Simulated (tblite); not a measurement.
Species: C7H5FO3.
Geometry (GFN2-xTB, Å), atoms numbered from 1 in this order:
```
atom  x, y, z in Å
C1    -1.6517    1.5560   -0.1802
C2    -0.5218    0.6142   -0.0608
O3     0.7170    1.0759    0.0304
C4     1.5589    0.0099    0.1290
C5     2.9869    0.2035    0.2431
O6     3.8373   -0.6176    0.3360
F7     3.3143    1.5259    0.2346
C8     0.8358   -1.1598    0.1002
C9    -0.5200   -0.7788   -0.0232
C10   -1.6889   -1.6409   -0.0973
O11   -2.8243   -1.2521   -0.2038
H12   -2.3526    1.4008    0.6389
H13   -1.2870    2.5790   -0.1707
H14   -2.1996    1.3634   -1.1018
H15    1.2348   -2.1518    0.1600
H16   -1.4466   -2.7184   -0.0457
```

Level: GFN2-xTB in tblite, geometry and Hessian alike; calculated harmonic values, unscaled, isolated species. The method is semi-empirical: single wavenumbers can be off by several per cent or more. One conformer, not necessarily the lowest. The optimisation stopped once no atom felt more than 0.01 eV/Å.

Lowest wavenumbers of the output (negative numbers stand for imaginary wavenumbers):
```
mode    cm-1
  1     -41.6
  2      64.3
  3      88.3
  4     112.3
  5     149.5
  6     163.7
  7     243.3
  8     300.3
  9     319.8
 10     340.3
 11     468.4
 12     543.6
 13     572.7
 14     637.1
 15     659.6
```

Problem. Is this structure a minimum?

Solution. Not by this Hessian. 1 mode is imaginary beyond 20i (42i cm⁻¹), so at this level the point lies at or near a first-order saddle. The curvature is small, so loose convergence or finite differences may be the whole cause.

Problem. Which atoms move in the imaginary mode?

Solution. 42i: H14 (methyl hydrogen) 35 %, H12 (methyl hydrogen) 35 %, H13 (methyl hydrogen) 27 %. These are shares of the mass-weighted motion.

Problem. What is the remedy?

Solution. Step along that mode in both directions, optimise again with tighter thresholds and repeat the frequencies. The zero-point energy of this point (65.9 kcal/mol) counts the 41 real modes alone, and thermal corrections from it aren't those of a minimum.
